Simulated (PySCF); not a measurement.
H3O4P, SMILES O=P(O)(O)O. Atoms are numbered in the order given.

```xyz
8

O     -0.7699     1.2214     0.5975
P      0.0000     0.0000    -0.1192
O      0.0000     0.0000    -1.5996
O      1.4428     0.0561     0.5975
O     -0.6728    -1.2775     0.5975
H     -1.5436     1.4926     0.0817
H      2.0645     0.5905     0.0817
H     -0.5208    -2.0831     0.0817
```

Geometry optimised at B3LYP-D3(BJ)/def2-SVP. Other conformers were not sampled.

Two levels are set side by side: PBE/pcSseg-1 (PySCF) and KT2/pcSseg-1 (PySCF). GIAO shifts against H2O (¹⁷O), PH3 (³¹P), TMS (¹H) at the same level; non-relativistic, no solvent, atoms listed together averaged. Differences are taken from unrounded values.

| quantity | KT2 | PBE | PBE minus KT2 |
|---|---|---|---|
| δ(¹⁷O) of O1, O4, O5 (ppm) | 114.3 | 119.4 | 5.1 |
| δ(³¹P) of P2 (ppm) | 275.1 | 284.0 | 8.9 |
| δ(¹⁷O) of O3 (ppm) | 181.5 | 186.5 | 5.0 |
| δ(¹H) of H6, H7, H8 (ppm) | 3.18 | 3.15 | -0.03 |

Rough cost on one machine, each run with all the roots and properties that it gave: KT2 against PBE within a factor of 2.
